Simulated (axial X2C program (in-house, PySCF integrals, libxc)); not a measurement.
## Excited states of LiCa⁻ by EOM-EE-CCSD

Calculated with an in-house all-electron X2C program for linear molecules (integrals from PySCF): two-component X2C with atomic mean-field Coulomb and Gaunt terms, Gaussian nuclei, basis Ca dyall-acv3z, Li dyall-acv3z with contracted cores.

R = 3.705 Å (near the PBE0 minimum at charge -1 of the determinant lowest at the starting distance; the state shown can have its own minimum elsewhere).

Vertical excitation energies from the closed-shell determinant state of LiCa⁻:

```json
{"Ω": "0⁻", "excitation (eV)": "0.594", "cm⁻¹": "4793", "hole of the leading pair": "46% Ca pσ, 38% Li sσ, 7% Li pσ", "particle of the leading pair": "47% Li pσ, 24% Ca pσ, 15% Li sσ", "weight of the pair (for Ω = 0 its time-reversed partner can hold as much again)": "0.46", "singles weight": "0.95"}
{"Ω": "1", "excitation (eV)": "0.594", "cm⁻¹": "4794", "hole of the leading pair": "46% Ca pσ, 38% Li sσ, 7% Li pσ", "particle of the leading pair": "47% Li pσ, 24% Ca pσ, 15% Li sσ", "weight of the pair (for Ω = 0 its time-reversed partner can hold as much again)": "0.93", "singles weight": "0.95"}
{"Ω": "0⁺", "excitation (eV)": "0.633", "cm⁻¹": "5103", "hole of the leading pair": "46% Ca pσ, 32% Li sσ, 9% Li pσ", "particle of the leading pair": "59% Ca pπ, 40% Li pπ", "weight of the pair (for Ω = 0 its time-reversed partner can hold as much again)": "0.45", "singles weight": "0.93"}
{"Ω": "0⁻", "excitation (eV)": "0.633", "cm⁻¹": "5105", "hole of the leading pair": "46% Ca pσ, 32% Li sσ, 9% Li pσ", "particle of the leading pair": "58% Ca pπ, 39% Li pπ", "weight of the pair (for Ω = 0 its time-reversed partner can hold as much again)": "0.45", "singles weight": "0.93"}
{"Ω": "1", "excitation (eV)": "0.635", "cm⁻¹": "5121", "hole of the leading pair": "46% Ca pσ, 32% Li sσ, 9% Li pσ", "particle of the leading pair": "58% Ca pπ, 39% Li pπ", "weight of the pair (for Ω = 0 its time-reversed partner can hold as much again)": "0.46", "singles weight": "0.93"}
{"Ω": "2", "excitation (eV)": "0.637", "cm⁻¹": "5138", "hole of the leading pair": "46% Ca pσ, 32% Li sσ, 9% Li pσ", "particle of the leading pair": "58% Ca pπ, 40% Li pπ", "weight of the pair (for Ω = 0 its time-reversed partner can hold as much again)": "0.90", "singles weight": "0.93"}
{"Ω": "1", "excitation (eV)": "0.918", "cm⁻¹": "7403", "hole of the leading pair": "46% Ca pσ, 31% Li sσ, 9% Li pσ", "particle of the leading pair": "65% Ca pπ, 33% Li pπ", "weight of the pair (for Ω = 0 its time-reversed partner can hold as much again)": "0.45", "singles weight": "0.88"}
{"Ω": "0⁻", "excitation (eV)": "1.087", "cm⁻¹": "8764", "hole of the leading pair": "46% Ca pσ, 31% Li sσ, 9% Li pσ", "particle of the leading pair": "68% Li pσ, 27% Ca pσ", "weight of the pair (for Ω = 0 its time-reversed partner can hold as much again)": "0.46", "singles weight": "0.93"}
{"Ω": "1", "excitation (eV)": "1.087", "cm⁻¹": "8764", "hole of the leading pair": "46% Ca pσ, 31% Li sσ, 9% Li pσ", "particle of the leading pair": "68% Li pσ, 27% Ca pσ", "weight of the pair (for Ω = 0 its time-reversed partner can hold as much again)": "0.93", "singles weight": "0.93"}
{"Ω": "0⁺", "excitation (eV)": "1.095", "cm⁻¹": "8832", "hole of the leading pair": "46% Ca pσ, 32% Li sσ, 9% Li pσ", "particle of the leading pair": "41% Li sσ, 29% Li pσ, 24% Ca sσ", "weight of the pair (for Ω = 0 its time-reversed partner can hold as much again)": "0.45", "singles weight": "0.91"}
{"Ω": "2", "excitation (eV)": "1.143", "cm⁻¹": "9216", "hole of the leading pair": "46% Ca pσ, 30% Li sσ, 10% Li pσ", "particle of the leading pair": "68% Li pπ, 21% Ca pπ, 10% Ca dπ", "weight of the pair (for Ω = 0 its time-reversed partner can hold as much again)": "0.88", "singles weight": "0.94"}
```

This point took 42 s on 1 thread of Intel(R) Xeon(R) 6975P-C (Granite Rapids) (shared host).

Reference electrons by ω block (each with its −ω partner): 1/2: 10, 3/2: 2. 12 electrons of LiCa⁻ correlated (inner shells frozen), 88 natural virtual spinors (a truncated set); levels can be off by some tenths of an eV. Roots sought by Ω: (0: 5, 1: 4, 2: 3, 3: 1); the list ends where they run out and leaves out roots under 60 % singles weight. The solver can skip a root, and states that need a further excitation, which the method places far too high, are missing though they may lie low or lowest. T1 of the reference 0.026 (Lee–Taylor). The highest Hartree–Fock level of the anion lies at -0.53 eV; relaxation, partly offset by correlation, puts the detachment threshold some tenths of an eV to over one eV lower in magnitude, and states above it are held by the basis set and are not bound; that holds for every row here. Number of frozen shells: Ca 2 s, 1 p; Li 1 s. Large amplitudes in the reference (orbital relaxation or multireference character) lower the reliability.
